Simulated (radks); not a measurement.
The hafnium ion Hf2+, configuration [Xe] 4f14 5d2. Calculated with a radial shooting solver on a logarithmic mesh with Libxc functionals: scalar-relativistic Kohn-Sham, PW91, spin-polarised, spherical densities, point nucleus; open shells are filled with parallel spins first (spin-orbit coupling, left out, can overturn this in heavy ions).

Local quantities along the radius. ELF = 1/(1 + alpha^2) is the electron localisation function; alpha = (tau - tau_W)/tau_unif compares the Pauli kinetic energy density with that of the uniform gas (summed over spins); r v_xc is r times the local exchange-correlation potential of spin up (hartree bohr); -r V(r) is the screened charge that the Kohn-Sham potential of spin up presents (atomic units); s = |grad rho|/(2 (3 pi^2)^(1/3) rho^(4/3)) is the reduced gradient. tau is taken from the large components.

| r (bohr) | ELF | alpha | r v_xc | -r V(r) | s |
|---|---|---|---|---|---|
| 0.001103 | 0.999 | 0.02374 | -0.1357 | 71.57 | 0.8375 |
| 0.001284 | 0.999 | 0.02450 | -0.1457 | 71.49 | 0.7791 |
| 0.001482 | 0.999 | 0.02545 | -0.1568 | 71.40 | 0.7322 |
| 0.001726 | 0.999 | 0.02674 | -0.1701 | 71.29 | 0.6906 |
| 0.002009 | 0.999 | 0.02841 | -0.1855 | 71.16 | 0.6563 |
| 0.002339 | 0.999 | 0.03056 | -0.2028 | 71.01 | 0.6287 |
| 0.002723 | 0.999 | 0.03333 | -0.2221 | 70.84 | 0.6073 |
| 0.00317 | 0.999 | 0.03693 | -0.2436 | 70.64 | 0.5916 |
| 0.00369 | 0.998 | 0.04166 | -0.2671 | 70.41 | 0.5814 |
| 0.004296 | 0.998 | 0.04795 | -0.2924 | 70.14 | 0.5765 |
| 0.005001 | 0.997 | 0.05645 | -0.3195 | 69.83 | 0.5768 |
| 0.005776 | 0.995 | 0.06747 | -0.3463 | 69.50 | 0.5821 |
| 0.006724 | 0.993 | 0.08375 | -0.3753 | 69.10 | 0.5931 |
| 0.007828 | 0.989 | 0.1073 | -0.4044 | 68.64 | 0.6096 |
| 0.009113 | 0.980 | 0.1424 | -0.4326 | 68.11 | 0.6314 |
| 0.01061 | 0.963 | 0.1959 | -0.4591 | 67.52 | 0.6580 |
| 0.01235 | 0.928 | 0.2794 | -0.4826 | 66.84 | 0.6871 |
| 0.01438 | 0.856 | 0.4106 | -0.5026 | 66.07 | 0.7134 |
| 0.01674 | 0.728 | 0.6113 | -0.5189 | 65.21 | 0.7266 |
| 0.01949 | 0.557 | 0.8916 | -0.5322 | 64.24 | 0.7099 |
| 0.0225 | 0.414 | 1.190 | -0.5439 | 63.21 | 0.6495 |
| 0.0262 | 0.336 | 1.405 | -0.5600 | 61.99 | 0.5362 |
| 0.0305 | 0.346 | 1.373 | -0.5917 | 60.66 | 0.4054 |
| 0.03551 | 0.439 | 1.130 | -0.6514 | 59.19 | 0.3107 |
| 0.04133 | 0.578 | 0.8549 | -0.7299 | 57.58 | 0.2800 |
| 0.04812 | 0.693 | 0.6663 | -0.8050 | 55.81 | 0.3041 |
| 0.05602 | 0.742 | 0.5897 | -0.8627 | 53.86 | 0.3610 |
| 0.06521 | 0.715 | 0.6306 | -0.8965 | 51.75 | 0.4292 |
| 0.07592 | 0.601 | 0.8149 | -0.9068 | 49.46 | 0.4810 |
| 0.08768 | 0.443 | 1.121 | -0.9031 | 47.15 | 0.4734 |
| 0.1021 | 0.346 | 1.376 | -0.9080 | 44.56 | 0.3741 |
| 0.1188 | 0.393 | 1.244 | -0.9733 | 41.86 | 0.2498 |
| 0.1383 | 0.553 | 0.8996 | -1.091 | 39.06 | 0.2133 |
| 0.161 | 0.692 | 0.6669 | -1.192 | 36.17 | 0.2724 |
| 0.1875 | 0.725 | 0.6166 | -1.228 | 33.19 | 0.3835 |
| 0.2183 | 0.616 | 0.7902 | -1.193 | 30.16 | 0.5025 |
| 0.2541 | 0.373 | 1.297 | -1.115 | 27.11 | 0.5322 |
| 0.2958 | 0.257 | 1.701 | -1.064 | 24.05 | 0.3523 |
| 0.3416 | 0.376 | 1.287 | -1.189 | 21.29 | 0.1745 |
| 0.3977 | 0.606 | 0.8063 | -1.344 | 18.42 | 0.1795 |
| 0.463 | 0.709 | 0.6404 | -1.439 | 15.67 | 0.2840 |
| 0.539 | 0.687 | 0.6754 | -1.431 | 13.16 | 0.4099 |
| 0.6275 | 0.568 | 0.8714 | -1.351 | 10.96 | 0.5253 |
| 0.7305 | 0.413 | 1.192 | -1.247 | 9.099 | 0.5853 |
| 0.8504 | 0.340 | 1.392 | -1.173 | 7.557 | 0.5557 |
| 0.99 | 0.396 | 1.234 | -1.162 | 6.318 | 0.5076 |
| 1.152 | 0.517 | 0.9663 | -1.172 | 5.327 | 0.5363 |
| 1.331 | 0.587 | 0.8383 | -1.153 | 4.575 | 0.6421 |
| 1.549 | 0.567 | 0.8743 | -1.092 | 3.958 | 0.8175 |
| 1.804 | 0.454 | 1.097 | -1.001 | 3.499 | 1.049 |
| 2.1 | 0.297 | 1.538 | -0.8921 | 3.164 | 1.331 |
| 2.445 | 0.172 | 2.197 | -0.7767 | 2.917 | 1.654 |
| 2.846 | 0.098 | 3.026 | -0.6605 | 2.728 | 2.051 |
| 3.313 | 0.055 | 4.132 | -0.5442 | 2.574 | 2.649 |
| 3.857 | 0.027 | 5.993 | -0.4467 | 2.458 | 3.636 |
| 4.49 | 0.010 | 9.720 | -0.4312 | 2.435 | 5.341 |
| 5.186 | 0.003 | 17.57 | -0.5554 | 2.556 | 8.432 |
| 6.037 | 0.001 | 40.40 | -0.3094 | 2.310 | 15.84 |
| 7.028 | 0.000 | 119.7 | -0.04879 | 2.049 | 32.55 |

On this mesh the ELF has minima near r = 0.026, 0.10, 0.30, 0.85 bohr, which separate the shells, and maxima near 0.056 (0.74), 0.19 (0.72), 0.46 (0.71), 1.3 (0.59).
